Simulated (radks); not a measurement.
Charge is removed step by step from the 5d level of neutral hafnium, starting from [Xe] 4f14 5d2 6s2. Calculated with a radial shooting solver on a logarithmic mesh with Libxc functionals: scalar-relativistic Kohn-Sham, BLYP, spin-unpolarised, spherical densities, finite nucleus; Fermi nuclear charge, rms radius 5.347 fm.

| removed (e) | E - E(0) (eV) | eigenvalue (eV) | E minus straight line (eV) |
|---|---|---|---|
| 0 | 0.000 | -2.557 | 0.000 |
| 0.1 | 0.290 | -3.250 | -0.347 |
| 0.2 | 0.651 | -3.972 | -0.624 |
| 0.3 | 1.086 | -4.719 | -0.828 |
| 0.4 | 1.596 | -5.490 | -0.955 |
| 0.5 | 2.185 | -6.285 | -1.004 |
| 0.6 | 2.854 | -7.101 | -0.973 |
| 0.7 | 3.606 | -7.938 | -0.858 |
| 0.8 | 4.442 | -8.796 | -0.660 |
| 0.9 | 5.366 | -9.673 | -0.374 |
| 1 | 6.378 | -10.568 | 0.000 |

Removing the whole electron costs 6.378 eV by Delta-SCF, against 2.557 eV from minus the eigenvalue at the starting occupation. Slater's transition state (half an electron removed) gives 6.285 eV. Integrating minus the eigenvalue over the occupation (Janak's theorem) gives 6.377 eV. In this scalar-relativistic scheme the density is built from large components alone, so the theorem holds only approximately. The mean slope of the eigenvalue, de/dn, is 8.01 eV per electron. Ionisation energy of Hf in the NIST Atomic Spectra Database: 6.825 eV (measured).

Beside tabulated values, note that spin-unpolarised runs miss the spin-polarisation part of the exchange energy of open shells.
